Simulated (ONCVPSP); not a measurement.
**Which change was made? (La, ONCV)**

* Element: La (Z = 57)
* Generator: ONCVPSP 4.0.1
* Type: optimised norm-conserving Vanderbilt (ONCV)
* Functional: PBE
* Relativity: scalar-relativistic
* Frozen core: [Kr] 4d10
* Valence charge: 11
* Reference configuration: 5s2 5p6 5d1.5 6s1.5
* Partial waves: 5s+6s: rc 2.45 bohr, ncon 4, nbas 7, qcut 6.1 1/bohr, 2 projectors; 5p: rc 2.10 bohr, ncon 4, nbas 9, qcut 3.6 1/bohr, 3 projectors, debl 1 Ha; 5d: rc 3.00 bohr, ncon 4, nbas 9, qcut 6.1 1/bohr, 2 projectors, debl 1.6 Ha; f scattering state at 0.03 Ha: rc 3.30 bohr, ncon 4, nbas 8, qcut 3.5 1/bohr, 1 projector
* Local potential: polynomial inside 1.40 bohr (lpopt 1, dvloc0 2 Ha)
* Core correction: Teter function, fcfact 2.5, rcfact 1.75

In the f channel the program set the typed energies aside and used -0.129 Ha.

Cutoffs, loose and tight: the cutoffs (Ha) at which the residual kinetic energy of the hardest occupied pseudo-wave falls to 1 and 0.1 mHa per electron. They do not see the model core or the augmentation charge, which bear on the density cutoff. Test errors are all-electron minus pseudo excitation energies from the reference, over the configurations 5s2 5p6 5d1 6s2; 5s2 5p6 5d1 6s1; 5s2 5p6 5d1 6s0; 5s2 5p6 5d2 6s1; variants that change the core or the reference have their own tests.

The base gives: outcome: generated, projector energies reset by the program; cutoff, loose: 13 Ha; cutoff, tight: 57 Ha; bound ghosts: none; GHOST(+) flags above zero: s, p; largest test error (meV): -17.

(1) After one change the result is: outcome: generated, projector energies reset by the program; cutoff, loose: 13 Ha; cutoff, tight: 57 Ha; bound ghosts: none; GHOST(+) flags above zero: s, p; largest test error (meV): -41. Which change was it?
A. core correction Teter function, fcfact 6.8, rcfact 1.75
B. core correction Teter function, fcfact 1.6, rcfact 1.75
C. core correction Teter function, fcfact 4.5, rcfact 1.75

## Answers

(1) A. The others give: core correction Teter function, fcfact 1.6, rcfact 1.75 → outcome: generated, projector energies reset by the program; cutoff, loose: 13 Ha; cutoff, tight: 57 Ha; bound ghosts: none; GHOST(+) flags above zero: s, p; largest test error (meV): -11 | core correction Teter function, fcfact 4.5, rcfact 1.75 → outcome: generated, projector energies reset by the program; cutoff, loose: 13 Ha; cutoff, tight: 57 Ha; bound ghosts: none; GHOST(+) flags above zero: s, p; largest test error (meV): -29.
